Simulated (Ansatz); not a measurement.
`CCNC(C)(C)C` and `C[C](C)(C)[In]([F])[Cl]` differ in one atom or group.

Ansatz, PBE0-D4/def2-TZVP geometries, multiplicity 1. Each molecule was computed in one conformer, which needn't be the lowest.

Elements past krypton have def2 core potentials.

| property | `CCNC(C)(C)C` |
| --- | --- |
| size of the dipole moment (ωB97M-V/def2-TZVPP) / D | 0.86 |
| HOMO–LUMO gap (ωB97M-V/def2-TZVPP) / eV | 10.95 |
| LUMO energy (PBE/def2-TZVPP) / eV | 0.25 |
| LUMO energy (ωB97M-V/def2-TZVPP) / eV | 2.46 |
| HOMO–LUMO gap (B3LYP/def2-TZVPP) / eV | 6.62 |
| HOMO–LUMO gap (PBE0/def2-TZVPP) / eV | 7.16 |

Task: What does the change do to each property? (Estimate.)

Result: The calculation gave: 
```tsv
property	`C[C](C)(C)[In]([F])[Cl]`	shift
size of the dipole moment (ωB97M-V/def2-TZVPP) / D	4.75	3.89
HOMO–LUMO gap (ωB97M-V/def2-TZVPP) / eV	9.96	-0.99
LUMO energy (PBE/def2-TZVPP) / eV	-2.53	-2.78
LUMO energy (ωB97M-V/def2-TZVPP) / eV	0.13	-2.33
HOMO–LUMO gap (B3LYP/def2-TZVPP) / eV	5.62	-1.00
HOMO–LUMO gap (PBE0/def2-TZVPP) / eV	6.09	-1.07
```

With PBE0 the HOMO falls by 1.64 eV and the LUMO falls by 2.71 eV, so the gap narrows by about 1.07 eV. PBE moves the HOMO by -1.93 eV and ωB97M-V by -1.34 eV. Dipoles are sizes alone; their direction can turn.

B3LYP here is the variant with VWN-RPA as its local correlation; programs differ in this.
